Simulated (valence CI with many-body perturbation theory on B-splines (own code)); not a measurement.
# Questions on Nb²⁶⁺

Level of theory: relativistic CI+MBPT: five valence electrons over a frozen Dirac-Fock core [Ne], radial functions for each j: 9 s, 9 p, 8 d, 6 f, 3 g, 1 h, with the one-electron correlation potential Σ1 (screened to all orders), the two-electron term Σ2, the three-electron term Σ3, Breit, model QED; selected single and double excitations, second order for the rest, scaled by the run's own slope (own B-spline code, finite nucleus).

No measured spectrum was set against this ion. As an estimate, large intervals hold to a few tenths of a per cent, small ones and those within an open d or f shell to about a per cent. Among the levels kept, up to 1700 cm⁻¹ of a level comes from second order outside the variational space, and about a tenth of that is noise between levels of different J, which matters for small intervals.

Levels are named by their leading jj configuration (3d3/2^4 stands for four electrons in 3d with j = 3/2), which in mixed levels can hold well under half, so a name can repeat and another be missing.

Rates and lifetimes use the calculated energies. Strong lines usually hold to 10 to 20 %, long lifetimes can be off by a factor of two.

(1) What is the ground level?

(2) What are the static dipole polarisabilities of the lowest levels?

(3) Among levels below 1275900 cm⁻¹, which E1 lines absorb most strongly from the ground level?

(4) Name the longest-lived excited levels whose lifetime is computed, and their main decay.

(5) How well does LS coupling describe the low levels?

## Answers

(1) (3s^2 3p1/2^2 3p3/2) J=3/2, composition 49 % 3s2 3p3 4S° + 32 % 3s2 3p3 2P° + 17 % 3s2 3p3 2D°, g = 1.574.

(2) (3s^2 3p1/2^2 3p3/2) J=3/2 0.0442 (tensor 0.0024); (3s^2 3p1/2 3p3/2^2) J=3/2 0.0460 (tensor 0.0021); (3s^2 3p1/2 3p3/2^2) J=5/2 0.0460; (3s^2 3p1/2 3p3/2^2) J=1/2 0.0453 bohr³, of which the core gives 0.000661.

(3) to (3s^2 3p1/2 3p3/2 3d3/2) J=5/2 at 8.782 nm, f = 0.274; to (3s^2 3p1/2 3p3/2 3d3/2) J=3/2 at 8.837 nm, f = 0.185; to (3s^2 3p1/2 3p3/2 3d3/2) J=1/2 at 8.590 nm, f = 0.108.

(4) (3s^2 3p1/2 3p3/2^2) J=5/2 at 180710 cm⁻¹ lives 88.6 μs, mostly by M1 to (3s^2 3p1/2^2 3p3/2) J=3/2; (3s^2 3p1/2 3p3/2^2) J=3/2 at 139020 cm⁻¹ lives 17.5 μs, mostly by M1 to (3s^2 3p1/2^2 3p3/2) J=3/2; (3s^2 3p1/2 3p3/2^2) J=1/2 at 236200 cm⁻¹ lives 12.6 μs, mostly by M1 to (3s^2 3p1/2^2 3p3/2) J=3/2. The lifetime of (3s^2 3p1/2 3p3/2 3d5/2) J=9/2 is too uncertain to give, and may be longer.

(5) Among the lowest 20 levels the leading LS term, summed over configurations, holds 62 % on average. For single configurations the figures are 55 % in LS and 65 % in jj coupling. Terms mix most in the J = 3/2 level at 843710 cm⁻¹, where the leading one holds 35 %.
